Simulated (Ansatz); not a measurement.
# Worked example: C2H8OSi + SiH3(TeH) → C2H10OSi2 + H2Te

Gas-phase species: C2H8OSi `CO[SiH2]C`, singlet; SiH3(TeH), singlet; C2H10OSi2 `CO[SiH2]C[SiH3]`, singlet; H2Te (hydrogen telluride) `[TeH2]`, singlet. The partners trade H for SiH3: C–H and Te–SiH3 bonds give way to C–SiH3 and Te–H.

Shapes, held fixed at every level: PBE0-D4/def2-TZVP. Flexible molecules stand in one conformer, not always the lowest. Programs: Ansatz 0.2.0. Electronic energies: no zero-point or thermal term.

At CCSD(T)/def2-TZVPP; 1 Eh = 2625.50 kJ/mol:

| species | energy (Eh) |
| --- | --- |
| C2H8OSi | -445.100444 |
| SiH3(TeH) | -558.905295 |
| C2H10OSi2 | -735.357029 |
| H2Te | -268.630338 |

Problem. Work out ΔE of the reaction at this level.

Solution. 
1. Products less reactants: (-735.357029) + (-268.630338) − [(-445.100444) + (-558.905295)] = 0.018372 Eh = +48.2 kJ/mol.

Other levels give +49.7 (wB97M-V/def2-TZVPP) to +56.3 kJ/mol (PBE-D4/def2-TZVPP). No measured value is set beside it here. For atoms past krypton def2 sets carry core potentials with scalar relativity. Outer-core shells of Te are correlated, in sets that cover them unevenly.
